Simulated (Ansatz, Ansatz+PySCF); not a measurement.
```xyz
3

N     0.0000    0.0000   -1.1943
N     0.0000    0.0000   -0.0683
O     0.0000    0.0000    1.1047
```

Basis set: def2-SVP (spherical functions). Frozen core: 3 orbitals. Charge 0, multiplicity 1.

Computed with Ansatz (development build ahead of 0.2.0); each method stands on the lowest determinant of its kind that the runs found. Restricted open shells among the atoms or ions are ROHF, correlated in semicanonical orbitals with singles. Restricted functionals stand beside restricted open-shell atoms, which can lie above the unrestricted atoms usual in DFT and then raise those values.

(1) Give the atomization energy at this shape (free ground-state atoms in the same class of orbitals less the molecule, no zero-point energy) of singlet N2O by ωB97X (restricted), ωB97X (unrestricted), r²SCAN (unrestricted), r²SCAN (restricted), PBE (unrestricted), PBE (restricted), PBE0 (unrestricted), PBE0 (restricted), RHF-CCSD(T), RHF-CCSD, RHF-MP2, UHF-MP2, RHF, UHF.

Answers

(1)

| method | atomization energy |
| --- | --- |
| ωB97X (restricted) | 12.08 eV |
| ωB97X (unrestricted) | 11.82 eV |
| r²SCAN (unrestricted) | 12.01 eV |
| r²SCAN (restricted) | 12.23 eV |
| PBE (unrestricted) | 13.69 eV |
| PBE (restricted) | 13.80 eV |
| PBE0 (unrestricted) | 12.07 eV |
| PBE0 (restricted) | 12.21 eV |
| RHF-CCSD(T) | 10.47 eV |
| RHF-CCSD | 9.88 eV |
| RHF-MP2 | 11.51 eV |
| UHF-MP2 | 11.48 eV |
| RHF | 4.02 eV |
| UHF | 3.68 eV |
